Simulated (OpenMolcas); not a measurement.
Ni2+ (d8) on a cation site of an ionic host was computed by CASSCF with the d shell active (OpenMolcas, ANO-RCC-VTZP on the metal). Its lowest spin-free states, and all those of the highest spin:

```
2S+1  Degeneracy  E (cm-1)
   3           3       0.0
   3           3      2521
   3           1      5611
   1           3     17123
   1           2     18152
   3           3     21506
   1           3     26226
   1           3     27657
   1           1     28055
   1           2     28171
   1           1     64072
```

Task: Is the site octahedral, tetrahedral or cube-like, axial, or of lower symmetry?

Result: The states with 2S+1 = 3 have orbital degeneracies 3, 3, 1, 3. Threefold states need a cubic site. For d8 at this spin an octahedron puts the single A2 below the threefold T2 and a tetrahedron or cube puts the threefold T1 below the threefold T2, so the site is a tetrahedron or a cube, which this pattern cannot tell apart. The run had Ni2+ with its 8 nearest fluoride ions at 2.212 Å, on the Ca site of CaF2 (a = 5.46294 Å, distance in the model lattice 2.366 Å). The rest of the host is ab initio model potentials to 7.6 Å and point charges beyond; the distance is set by hand and nothing relaxes. Ligand basis ANO-RCC-VDZP.

An orbital triplet at a regular site is open to Jahn-Teller coupling, which can distort the site and quench the lowest spin-orbit gaps and is left out. Without dynamic correlation the repulsion within the d shell is too large (B by tens of per cent), so at a given field states of lower spin stand too high. Ligand-to-metal charge-transfer states are missing. With no ligand orbital active B as a rule stays too high, so bands that hang on it stand too high and its fall with covalency is understated. With metal d orbitals alone and no dynamic correlation 10Dq can be off by a tenth to a fifth, either way, in oxide and fluoride hosts. No measured value stands beside these numbers; the geometry was set by hand and not optimised.
